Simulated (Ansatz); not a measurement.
Input file for Ansatz (a first-principles code): R-B3LYP/def2-TZVPPD on CH7ClSi (a complex), monomers drawn apart or pushed together. Files ending in .json are basis or fitting sets from the Basis Set Exchange.

Ansatz 0.2 input:
```yaml
crystal:
  periodic: [false, false, false]
  atoms:
    - {symbol: Cl, position_ang: [0.04391659, -0.22378811, -0.15161709]}
    - {symbol: H, position_ang: [-0.36988407, -0.71966928, 0.96291862]}
    - {symbol: C, position_ang: [0.81750593, 0.83193592, 3.73968491]}
    - {symbol: Si, position_ang: [-0.43561608, -0.47972938, 4.20052269]}
    - {symbol: H, position_ang: [1.14104382, 1.38058501, 4.62609324]}
    - {symbol: H, position_ang: [0.39381282, 1.54627464, 3.03229984]}
    - {symbol: H, position_ang: [1.69832495, 0.38465755, 3.27635136]}
    - {symbol: H, position_ang: [0.13579441, -1.46875937, 5.14394695]}
    - {symbol: H, position_ang: [-0.86767171, -1.22928458, 2.98631633]}
    - {symbol: H, position_ang: [-1.65017444, 0.11767096, 4.80257808]}
basis:
  gaussian:
    orbitals: def2-TZVPPD.json
hamiltonian:
  xc: {name: B3LYP}
scf: {lower_state_search: off}
```

Question: Give the final energy of this run.

Answer: -792.1010 hartree.
